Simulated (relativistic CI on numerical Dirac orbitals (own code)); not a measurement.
Fe⁵⁺: 3p photoemission

Computed with this model: Dirac-Coulomb-Breit CI, orbitals from a KLI potential per configuration, model QED (radiative potential, 1s self-energy scaled to tabulated hydrogen-like ionisation energies), valence Slater integrals scaled by 0.9, multiplet model of photoemission in the sudden approximation; configurations [Ar] 3d3 → [Ne] 3s2 3p5 3d3; 300 K; Lorentzian 0.8 eV and Gaussian 0.6 eV FWHM. Energies are those of the free ion, without screening or charge transfer. The energies are binding energies and can lie tens of eV above those of solids. S is read from ⟨S²⟩ = S(S + 1).

Field parameters in Wybourne normalisation: D4h B²₀ = −7Ds, B⁴₀ = 21(Dq − Dt), B⁴₄ = 21√(5/14) Dq; Oh B⁴₀ = 21Dq, B⁴₄ = √(5/14) B⁴₀; Td as Oh with Dq negative (B⁴₀ = 21Dq, B⁴₄ = √(5/14) B⁴₀). The field is a parameter set, without covalency.

Peaks in eV (height, largest 100): 147.3 (80), 148.1 (97), 150.1 (100), 154.9 (40), 162.7 (12), 170.3 (34), 174.7 (23).

(1) Which surroundings give this spectrum?
A. free ion
B. Td, 10Dq = -17400 cm⁻¹
C. Oh, 10Dq = 24750 cm⁻¹
D. D4h, 10Dq = 33100, Ds = -480, Dt = 510 cm⁻¹

Results:

(1) A. free ion, where the ground state has S = 1.50.
